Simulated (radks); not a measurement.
The mean radii <r> (bohr) of the occupied orbitals of an atom or ion are listed with their occupations. Method: Dirac Kohn-Sham, PBEsol, spin-unpolarised, spherical densities, finite nucleus; Fermi nuclear charge, rms radius of each element as measured or else 0.836 A^(1/3) + 0.57 fm; computed with a radial shooting solver on a logarithmic mesh with Libxc functionals.

orbital  occ.      <r>
1s1/2       2  0.05413
2s1/2       2   0.2447
2p1/2       2   0.2131
2p3/2       4   0.2163
3s1/2       2   0.7011
3p1/2       2   0.7107
3p3/2       4   0.7180
3d3/2     1.2   0.7223
3d5/2     1.8   0.7245

Name the element and its charge. Open shells, if any, are shared by 2j + 1.

Answer. Z = 28, nickel, charge +7: Ni7+ in [Ar] 3d3. The 1s radius gives Z: for a bare nucleus <r> = (2 gamma + 1)/(2Z) with gamma = sqrt(1 - (Z/c)^2), 0.05282 bohr for Z = 28, and screening makes it slightly larger (0.05413 here). The occupations add up to 21, and the charge is Z minus that.
